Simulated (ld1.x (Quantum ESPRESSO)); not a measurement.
# Reading a pseudo-wave (gallium (Ga))

Columns: radius, all-electron u(r) and pseudo u(r) of the 4p shell (level -5.62 eV) of gallium in the configuration [Ar] 3d10 4s2 4p0.5; PBEsol, scalar-relativistic, TM scheme, ld1.x (Quantum ESPRESSO) 7.5.

```tsv
r (bohr)	all-electron	pseudo
0.135	0.1306	0.0047
0.270	-0.0579	0.0186
0.405	-0.2074	0.0414
0.540	-0.2247	0.0726
0.675	-0.1556	0.1113
0.810	-0.0491	0.1565
0.945	0.0659	0.2069
1.080	0.1749	0.2610
1.215	0.2718	0.3168
1.350	0.3545	0.3724
1.485	0.4231	0.4255
1.620	0.4786	0.4740
1.755	0.5221	0.5159
1.890	0.5549	0.5499
2.025	0.5783	0.5753
2.160	0.5936	0.5922
2.295	0.6018	0.6013
2.430	0.6039	0.6038
2.565	0.6008	0.6008
2.700	0.5935	0.5935
2.835	0.5826	0.5826
2.970	0.5687	0.5687
3.105	0.5526	0.5526
3.240	0.5348	0.5348
3.375	0.5156	0.5156
3.510	0.4955	0.4955
```

Question: How many radial nodes do the two functions have?

Answer: The all-electron 4p function has n − l − 1 = 2; the pseudo-wave has 0, since the states of the same l below it are removed with the core.

Question: At about which radius was the pseudo-wave matched?

Answer: 2.70 bohr. The columns agree to 0.0005 from 2.43 bohr on; several derivatives are matched, so the curves merge somewhat inside the radius.

Question: Where does each function peak?

Answer: Outermost all-electron maximum near 2.43 bohr, pseudo maximum near 2.43 bohr (to the table’s step).

Question: Is the pseudo-wave norm-conserving?

Answer: Yes: the TM scheme keeps the norm inside the radius equal to the all-electron one, which fixes the energy derivative of the logarithmic derivative at the level.
